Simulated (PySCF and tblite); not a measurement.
Results of a calculation; reference values are marked as such.
C₆H₁₀BF₃, numbered as in [F:1][C:2]([F:3])([F:4])[C@@H:5]1[CH2:6][BH:7][CH2:8][CH2:9][CH2:10]1.

Geometries GFN2-xTB; weights from PBE0-D3(BJ)/pcSseg-1 (IEF-PCM, water) energies and GFN2-xTB thermal corrections, with symmetry numbers and mirror pairs. Conformers within 2.5 kcal/mol (GFN2-xTB free energy) were kept, 4 at most. (PySCF 2.14, tblite 0.8.)

Rotational constants are equilibrium values for the commonest isotopes; dipoles come from the energy level named and are polarised by its solvent model.

The 6-ring runs over atoms 5–6–7–8–9–10.

| conformer | shape | symmetry |
| --- | --- | --- |
| 1 | 6-ring flattened chair (ring torsions 19, -20, 41, -64, 64, -41°) | C1 |
| 2 | 6-ring flattened chair (ring torsions -25, 25, -40, 59, -60, 41°) | C1 |

Problem. Give the rotational constants and dipole components.

Solution. 
| conformer | A (MHz) | B (MHz) | C (MHz) | abs μa (D) | abs μb (D) | abs μc (D) | κ | Ic−Ia−Ib (u Å²) |
| --- | --- | --- | --- | --- | --- | --- | --- | --- |
| 1 | 2521 | 877 | 757 | 2.88 | 0.36 | 0.46 | -0.86 | -109.0 |
| 2 | 2146 | 1113 | 984 | 2.29 | 0.21 | 2.19 | -0.78 | -176.1 |

Problem. Which type of transition is strongest for conformer 1?

Solution. a-type, since that component is clearly the largest; the top is near-prolate.


Conformer gaps in pcSseg-1 on xTB geometries can be 2 kcal/mol off for S=O, P=O and other polar bonds.